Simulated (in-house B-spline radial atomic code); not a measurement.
**Solving the quasi-particle equation for 1s of C⁴⁺**

Configuration 1s2, start Hartree-Fock, empty levels kept to 5000 hartree. Computed with an all-electron radial atomic-structure program (B-spline basis): all electrons, non-relativistic, point nucleus, each spin shell either full or empty, empty states to l = 9 with an (l + 1/2)⁻⁴ tail; G0W0 by contour deformation at full frequency.

Relativity, left out, deepens the 1s level by about Z⁴α²/8 hartree.

At the mean-field level ε = -392.304 eV the matrix elements are Σx = -95.986 eV, v_xc = -95.986 eV and Σc(ε) = 0.336 eV, and the slope of the correlation self-energy is dΣc/dω = -0.0064. The quasi-particle energy solves E = ε + Σx − v_xc + Σc(E).

(1) What does the linearised equation give?

(2) How does that compare with the full solution and with static screening?

## Answers

(1) Z = 1/(1 − dΣc/dω) = 1/1.0064 = 0.9936. The first-order shift is Σx − v_xc + Σc(ε) = -95.986 − (-95.986) + (0.336) = 0.336 eV, so E ≈ ε + Z × shift = -392.304 + 0.9936 × (0.336) = -391.970 eV.

(2) Solving the equation at full frequency dependence gives E = -391.970 eV, where Σc = 0.334 eV and the weight is 0.994; the linearised value is off by 0 meV. Leaving Z out would give -391.968 eV. Static COHSEX puts -2.336 eV in place of Σc and gives -394.640 eV, 2.67 eV deeper.
